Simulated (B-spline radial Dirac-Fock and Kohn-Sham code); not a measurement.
X-ray scattering factor of Ne⁺

System: the Ne⁺ ion, configuration [He] 2s1 2p6 (an excited configuration).

Level of theory: Dirac-Fock orbitals of the configuration average with a finite nucleus; a radial finite-basis atomic code. f₀ is the Fourier transform of the spherical electron density, S the Waller-Hartree incoherent function, and s = sin θ/λ. The electron scattering factor follows from the Mott-Bethe formula f_e = 0.023934 Å⁻¹·(Z − f₀)/s².

```csv
s (Å⁻¹),f₀,S,f_e (Å)
0,9.000,0.000,–
0.04,8.919,0.127,16.176
0.05,8.873,0.197,10.785
0.07,8.755,0.379,6.082
0.08,8.682,0.488,4.929
0.1,8.512,0.740,3.562
0.12,8.311,1.028,2.807
0.15,7.964,1.506,2.166
0.18,7.572,2.014,1.794
0.23,6.862,2.859,1.420
0.28,6.133,3.636,1.180
0.35,5.166,4.548,0.945
0.42,4.325,5.257,0.770
0.52,3.384,5.990,0.586
0.64,2.618,6.575,0.431
0.79,2.047,7.046,0.305
0.98,1.665,7.439,0.208
1.2,1.425,7.772,0.143
1.48,1.219,8.104,0.096
1.83,1.004,8.416,0.064
2.25,0.777,8.664,0.044
2.77,0.554,8.835,0.029
3.41,0.362,8.931,0.020
```

f₀ starts at the number of electrons, 9, and has fallen to half at s ≈ 0.41 Å⁻¹. The sum of ⟨r²⟩ over the electrons is 6.955 bohr². For an ion f_e diverges as s goes to zero, because of the net charge.

Values without a named source are computed, but for edge energies of neutral atoms, which are taken from tables.
